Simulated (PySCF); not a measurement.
## How methods differ on the excitation energy of Pd

Pd [Kr] 4d10 (1S) → Pd [Kr] 4d9 5s1 (3D), as a difference of total energies. All numbers are calculated (PySCF 2.14, the spin-free X2C one-electron Hamiltonian (Gaussian nucleus), in x2c-TZVPPall with one added diffuse shell each of s, p, d, f type (9s7p7d3f1g, 95 functions)). Correlated levels: valence: [Kr] frozen. The calculations carry no spin-orbit coupling.

| method | excitation energy (eV) |
| --- | --- |
| UHF | -0.064 |
| MP2 (valence) | 1.309 |
| SCS-MP2 (valence) | 1.246 |
| CCSD (valence) | 0.826 |
| CCSD(T) (valence) | 0.945 |

Question: How much does correlation contribute at CCSD(T) (valence)?

Answer: 0.945 − (-0.064) = 1.009 eV, measured against UHF.

A first-order spin-orbit estimate (lowest level to lowest level, LS coupling) adds -0.183 eV.
